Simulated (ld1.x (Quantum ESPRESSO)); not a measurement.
The numbers below are computed, except where a source is named.
**Potentials for aluminium (Al) compared**

Generated with ld1.x 7.5 (TM, RRKJ, ultrasoft, PAW), atompaw 4.2 or ONCVPSP 4.0.1. The cutoff is in Ry: for ld1.x and atompaw files where the sum of valence levels is converged to 10 mRy in a Bessel basis, for ONCV files where the hardest occupied wave has 1 mHa per electron of residual kinetic energy. The error is the largest all-electron minus pseudo excitation energy over each file’s own four to seven test configurations (ionisations up to +4, promotions, holes and added fractions of an electron), all of which were solved. The labels leave out finer settings (local radius, basis sizes, second energies), which also bear on the numbers. Spin-polarised tests are not counted. The rows are a selection from randomly drawn settings: files with unsolved tests, undetermined cutoffs or missed reference levels are left out.

| potential | cutoff (Ry) | largest error (meV) | bound ghosts |
| --- | --- | --- | --- |
| RRKJ, PBE, non-relativistic, rc 2.10/2.30/2.45 (spd), local smoothed, core correction no, reference 3s2 3p1 | 18 | +32 | none |
| PAW, PBE, scalar-relativistic, rc 1.90/2.15/2.15 (spd), local smoothed, core correction yes, reference 3s1.5 3p1.5 | 8 | -15 | none |
| TM, PBEsol, scalar-relativistic, rc 1.80/2.35 (sp), local smoothed, core correction yes, reference 3s2 3p1 | 10 | +37 | none |
| TM, LDA (PZ), scalar-relativistic, rc 1.95/2.40 (sp), local p, core correction yes, reference 3s2 3p0.5 | 10 | +46 | none |
| TM, PBE, scalar-relativistic, rc 1.75/3.00/2.25 (spd), local s, core correction no, reference 3s2 3p1 | 10 | +34 | none |

(1) Fill in the row for Al: TM, PBE, scalar-relativistic, rc 1.85/2.70/2.30 (spd), local smoothed, core correction no, reference 3s1.5 3p1.5.

(2) Fill in the row for Al: TM, PBEsol, scalar-relativistic, rc 2.25/1.75 (sp), local p, core correction yes, reference 3s2 3p1.

Answers

(1) cutoff 10 Ry, largest error +18 meV, bound ghosts: none.

(2) cutoff 10 Ry, largest error -11 meV, bound ghosts: none.
